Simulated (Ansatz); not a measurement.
C$_{2}$H$_{7}$AlBF. The species carries charge 0 and has multiplicity 1. The bonds changed during the relaxation, so this is another structure than the one it started from.

```xyz
12

B     0.7087   -1.1717    0.6486
Al    0.3093    1.5983    0.2715
C    -0.2597   -0.9620   -0.5273
C    -1.0226    0.3727   -0.4766
F     0.0008    2.4108    1.6832
H     1.1642   -0.1758    1.2019
H     1.1317   -2.2121    1.0517
H     1.6502    1.9659   -0.4871
H     0.4919   -0.9292   -1.3486
H    -0.8723   -1.8357   -0.7737
H    -1.4303    0.6516   -1.4515
H    -1.8719    0.2872    0.2079
```

(1) Give the diagnostics of a CCSD(T)/def2-TZVPP run (frozen core, Ansatz). (An estimate is asked.)

Results:

(1) The calculation gave: T1 = 0.0114, largest single amplitude 0.018, largest double 0.021, (T) share of the correlation energy 3.3 %, 10 CCSD cycles. The RHF solution is stable towards an unrestricted one. T1 lies under the customary mark of 0.02 for closed shells.
